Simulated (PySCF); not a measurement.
## Correlation energy of As²⁰⁺ (arsenic, charge +20)

[Ne] 3s2 3p1, 2P determinant. Calculation: PySCF 2.14, in an even-tempered Gaussian basis (18 s from 1.7 bohr⁻², ratio 2.5; 12 p from 2.2 bohr⁻², ratio 2.5; 5 d from 10 bohr⁻², ratio 2.7; 4 f from 16 bohr⁻², ratio 2.7); the spin-free X2C one-electron Hamiltonian (Gaussian nucleus). Frozen: 1s2; 11 electrons correlated; the 22 highest virtual orbitals of each spin left out.

```csv
level,correlation energy (mhartree)
CCSD,-467.06
(T),-2.07
CCSD(T),-469.13
```

Diagnostics: T1 = 0.0018, D1 = 0.0079, largest double amplitude 0.079.

Spin-orbit coupling, absent here, splits the open shell strongly.

Cost of the coupled-cluster step: of the order of 50 core-seconds, for 11 correlated electrons.

Iterations:

```
CC2 = 0
CCSD nocc = (np.int64(6), np.int64(5)), nmo = (84, 84)
frozen orbitals [[0, 85, 86, 87, 88, 89, 90, 91, 92, 93, 94, 95, 96, 97, 98, 99, 100, 101, 102, 103, 104, 105, 106], [0, 85, 86, 87, 88, 89, 90, 91, 92, 93, 94, 95, 96, 97, 98, 99, 100, 101, 102, 103, 104, 105, 106]]
max_cycle = 100
direct = 0
conv_tol = 1e-08
conv_tol_normt = 1e-06
diis_space = 8
diis_start_cycle = 0
Init t2, MP2 energy = -0.440414120523522
Init E_corr(UCCSD) = -0.440414120523801
cycle = 1  E_corr(UCCSD) = -0.458714433913062  dE = -0.0183003134  norm(t1,t2) = 0.0261115
cycle = 2  E_corr(UCCSD) = -0.46428012443696  dE = -0.00556569052  norm(t1,t2) = 0.00901048
cycle = 3  E_corr(UCCSD) = -0.467071135165742  dE = -0.00279101073  norm(t1,t2) = 0.00322591
cycle = 4  E_corr(UCCSD) = -0.467054052244104  dE = 1.70829216e-05  norm(t1,t2) = 0.000163194
cycle = 5  E_corr(UCCSD) = -0.467055557520007  dE = -1.5052759e-06  norm(t1,t2) = 9.51633e-06
cycle = 6  E_corr(UCCSD) = -0.467055175537849  dE = 3.81982159e-07  norm(t1,t2) = 9.37459e-07
cycle = 7  E_corr(UCCSD) = -0.467055212488506  dE = -3.69506572e-08  norm(t1,t2) = 1.64262e-07
cycle = 8  E_corr(UCCSD) = -0.467055214958212  dE = -2.46970638e-09  norm(t1,t2) = 1.63896e-08
UCCSD converged
E(UCCSD) = -2026.6308383058  E_corr = -0.4670552149582122
UCCSD(T) correction = -0.0020718702525995
```

At this charge the one-electron X2C treatment keeps the bare 1/r₁₂, with no two-electron picture change or Breit term. The effect here is smaller than on the frozen 1s shell; and a scalar Hamiltonian misses the large spin-orbit splitting of the p shells, which matters for ns² → np² pairs.
